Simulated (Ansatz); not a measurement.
The same molecule with X = Ti, Zr, Hf. Ansatz, PBE0-D4/def2-TZVP geometries, multiplicity 1.

Elements past krypton have def2 core potentials. Scalar relativity is left out up to krypton.

| X | molecule | mean X–Cl bond length / Å | mean X–F bond length / Å | zero-point energy (PBE0-D4/def2-TZVP) / kJ/mol | HOMO–LUMO gap (B3LYP/def2-TZVPP) / eV | HOMO–LUMO gap (PBE/def2-TZVPP) / eV |
| --- | --- | --- | --- | --- | --- | --- |
| Ti | `[F][Ti]([F])([F])[Cl]` | 2.175 | 1.736 | 22.8 | 6.32 | 4.53 |
| Hf | `[F][Hf]([F])([F])[Cl]` | 2.339 | 1.891 | 18.7 | 8.41 | 6.59 |

Question: Give the row for X = Zr, `[F][Zr]([F])([F])[Cl]`. (Estimate.)

Answer: The calculation gave: 
```json
{"X": "Zr", "molecule": "`[F][Zr]([F])([F])[Cl]`", "mean X–Cl bond length / Å": "2.339", "mean X–F bond length / Å": "1.887", "zero-point energy (PBE0-D4/def2-TZVP) / kJ/mol": "19.4", "HOMO–LUMO gap (B3LYP/def2-TZVPP) / eV": "7.75", "HOMO–LUMO gap (PBE/def2-TZVPP) / eV": "5.96"}
```

From Ti to Hf the mean X–Cl bond length isn't monotonic: highest at Zr, lowest at Ti; the mean X–F bond length rises at each step, by 0.155 Å in all; the zero-point energy (PBE0-D4/def2-TZVP) falls at each step, by 4.1 kJ/mol in all; the HOMO–LUMO gap (B3LYP/def2-TZVPP) rises at each step, by 2.09 eV in all; the HOMO–LUMO gap (PBE/def2-TZVPP) rises at each step, by 2.06 eV in all.

B3LYP here is the variant with VWN-RPA as its local correlation; programs differ in this.
